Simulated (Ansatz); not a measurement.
`B[Se][GeH2][NH2]` + `C[SiH3]` → `[NH2][GeH2][CH2][SiH3]` + `B[SeH]`  (formal exchange of groups at a Ge–Se bond)

Isolated molecules relaxed with PBE0-D4/def2-TZVP in Ansatz; ΔE leaves out vibrations. CCSD(T)/CBS is the MP2 limit (def2-TZVPP, def2-QZVPP) plus CCSD(T) − MP2 in def2-TZVPP, frozen cores. This one scheme is used for every species. DFT in def2-TZVPP. For Ge, Se outer-core shells are correlated without core-valence functions, which leaves a few kJ/mol of doubt a bond. Scalar relativity is left out up to krypton. Each species was taken in one conformer, which may not be the lowest.

`B[Se][GeH2][NH2]`:

```xyz
10

B    -0.843    1.907   -0.020
Se   -0.624    0.932    1.592
Ge    0.372   -1.094    0.776
N     0.662   -1.159   -1.025
H    -0.509    1.462   -1.075
H    -1.332    2.989    0.084
H    -0.591   -2.232    1.141
H     1.729   -1.226    1.480
H     1.313   -0.466   -1.368
H    -0.178   -1.115   -1.585
```

`C[SiH3]`:

Z-matrix (Å, degrees):
```
C
Si 1 1.871
H 1 1.092 2 110.8
H 1 1.092 2 110.8 3 -120.0
H 1 1.092 2 110.8 3 120.0
H 2 1.488 1 110.7 3 -179.9
H 2 1.488 1 110.7 3 -59.9
H 2 1.488 1 110.7 3 60.1
```

`[NH2][GeH2][CH2][SiH3]`:

```xyz
13

N    -0.049    1.666   -0.981
Ge    1.234    0.643   -0.136
C     0.280   -0.679    0.937
Si   -1.277   -1.309    0.108
H    -0.574    2.275   -0.368
H     0.299    2.217   -1.752
H     2.036   -0.032   -1.263
H     2.201    1.464    0.755
H     0.028   -0.242    1.908
H     0.958   -1.515    1.131
H    -1.003   -1.703   -1.298
H    -1.788   -2.508    0.831
H    -2.345   -0.277    0.128
```

`B[SeH]`:

Cartesian coordinates in Å:
```
B -0.486 -0.139 0.389
Se 1.224 0.581 -0.014
H -1.147 -0.656 -0.452
H -0.836 -0.034 1.523
H 1.245 0.248 -1.446
```

```json
{"level": "r2SCAN", "ΔE (kcal/mol)": "18.0"}
{"level": "CCSD/def2-TZVPP", "ΔE (kcal/mol)": "15.3"}
{"level": "HF/def2-QZVPP", "ΔE (kcal/mol)": "17.3"}
{"level": "MP2/CBS(def2)", "ΔE (kcal/mol)": "16.5"}
```

(1) What does CCSD(T)/CBS give? (An estimate is asked.)

Largest T1 diagnostic among the species: 0.013.

## Answers

(1) The calculation gave: +15.8 kcal/mol. The listed levels differ from it by 2.2, -0.5, 1.5, 0.7 kcal/mol.

In def2-TZVPP, CCSD(T) changes the Hartree–Fock value by −1.9 kcal/mol (the triples alone add +0.2 kcal/mol) and MP2 by −1.2 kcal/mol.

CCSD(T)/CBS has its own doubt, a few kJ/mol and more with outer-core shells, so smaller differences from it don't rank the levels.
